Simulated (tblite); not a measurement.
C8H18S.
Atom-mapped SMILES: `[CH3:1][CH2:2][C@@H:3]([CH3:4])[S:5][C@@H:6]([CH3:7])[CH2:8][CH3:9]` (hydrogens: H10, H11, H12 on C1; H13, H14 on C2; H15 on C3; H16, H17, H18 on C4; H19 on C6; H20, H21, H22 on C7; H23, H24 on C8; H25, H26, H27 on C9)

Computed geometry: GFN2-xTB, gas phase.

**Question.** Give the optimised bond lengths and angles.

**Answer.** 
```tsv
bond	length (Å)	order
C1–C2, C8–C9	1.523	single
C2–C3, C6–C8	1.527	single
C3–C4, C6–C7	1.521	single
C3–S5, S5–C6	1.842	single
C1–H10 and 5 like bonds	1.087	single
C2–H13, C8–H24	1.093	single
C2–H14, C8–H23	1.093	single
C3–H15, C6–H19	1.094	single
C4–H16 and 5 like bonds	1.088	single
```

Bonds in one row agree within 0.01 Å and their mean is given. Orders are formal, as drawn. A selection of angles:
```tsv
angle	degrees
C2–C1–H10	109.9
C2–C1–H12	111.1
H10–C1–H11	108.6
H11–C1–H12	108.3
C1–C2–C3	113.5
C1–C2–H13	108.9
C1–C2–H14	109.8
C3–C2–H13	108.7
C3–C2–H14	108.4
H13–C2–H14	107.4
C2–C3–C4	113.4
C2–C3–S5	110.7
C2–C3–H15	109.1
C4–C3–S5	108.4
C4–C3–H15	109.4
S5–C3–H15	105.6
C3–C4–H16	110.6
C3–C4–H17	110.2
H16–C4–H17	108.1
H16–C4–H18	109.0
C3–S5–C6	100.6
S5–C6–C7	109.4
S5–C6–C8	109.1
C7–C6–C8	112.1
C6–C8–C9	112.5
C6–C8–H23	108.7
C6–C8–H24	108.4
```

Torsions: C1–C2–C3–C4 -57° (synclinal); C2–C3–S5–C6 84° (synclinal); C3–S5–C6–C7 90°; S5–C6–C8–C9 68° (synclinal).

Of the pairs four or more bonds apart, S5···H10 is among the closest relative to their van der Waals radii: 2.78 Å, 93 % of the sum of Bondi's values.

Point group: C1 (no symmetry element, even within 0.4 Å). Its GFN2-xTB frequencies are all real (lowest 30 cm⁻¹). One conformer, not necessarily the lowest. 3 starts were optimised and ended at 0.00, 2.27 and 2.41 kcal/mol (GFN2-xTB); the lowest of these is shown.
